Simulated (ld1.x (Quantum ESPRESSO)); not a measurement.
Before and after: ultrasoft potential for N

* Element: nitrogen
* Generator: ld1.x (Quantum ESPRESSO) 7.5
* Type: ultrasoft
* Functional: LDA (PZ)
* Relativity: non-relativistic
* Frozen core: [He]
* Valence charge: 5
* Reference configuration: 2s2 2p3
* Partial waves: 2s (bound): rcut 1.05, rcutus 1.25 bohr; 2s channel at -0.2 Ry: rcut 1.05, rcutus 1.25 bohr; 2p (bound): rcut 1.50, rcutus 1.95 bohr; 2p channel at -0.15 Ry: rcut 1.50, rcutus 1.95 bohr
* Local potential: all-electron potential smoothed inside 0.95 bohr (lloc = -1)
* Core correction: none
* Augmentation charge: PSQ, radius 0.95 bohr

Change: core correction a·sin(br)/r model core inside 0.56 bohr.

Cutoffs: the cutoffs (Ry, on a coarse ladder) from which the occupation-weighted sum of valence levels, in a spherical-Bessel basis at the reference potential, stays within 10 and 1 mRy of its value at 400 Ry; they do not see the model core or the augmentation charge, which bear on the density cutoff. Errors are all-electron minus pseudo energies relative to the spin-unpolarised reference configuration.

Task: What does the change do?

Result: The potential gets neither clearly harder nor softer (18 Ry and 30 Ry → 18 Ry and 30 Ry); of the 9 tests that both files solve, the error grows in 1 and shrinks in 6 by more than 15 % and 0.3 meV (median size 28.3 → 5.6 meV); neither file shows a bound ghost. A model core, the more so a compact one, raises the density cutoff, which this test does not measure.

| quantity | base | changed |
| --- | --- | --- |
| cutoff, loose | 18 Ry | 18 Ry |
| cutoff, tight | 30 Ry | 30 Ry |
| bound ghosts | none | none |
| error for 2s2 2p2, meV [ΔE 13.74 eV] | +1.6 | -2.0 |
| error for 2s2 2p1, meV [ΔE 42.71 eV] | +28 | -10 |
| error for 2s2 2p0, meV [ΔE 89.88 eV] | +209 | +5.4 |
| error for 2s2 2p3.3, meV [ΔE -1.67 eV] | 0.0 | 0.0 |
| error for 2s2 2p2.5, meV [ΔE 5.17 eV] | +0.2 | -0.3 |
| error for 2s1 2p3, meV [ΔE 25.16 eV] | +7.1 | +5.6 |
| error for 2s1 2p0, meV [ΔE 167.30 eV] | +582 | +151 |
| error for 2s2 2p3 (spin-polarised), meV [ΔE -2.89 eV] | +299 | +76 |
| error for 2s2 2p2 (spin-polarised), meV [ΔE 12.05 eV] | +213 | +51 |
| s: phases at 2.14 bohr within 0.05 rad from the reference energy up to (Ry; the scan ends near 5) | to the end of the scan | to the end of the scan |
| p: phases at 2.14 bohr within 0.05 rad from the reference energy up to (Ry; the scan ends near 5) | to the end of the scan | to the end of the scan |
| lowest overlap eigenvalue by channel | s 0.54, p 0.99 | s 0.54, p 0.99 |
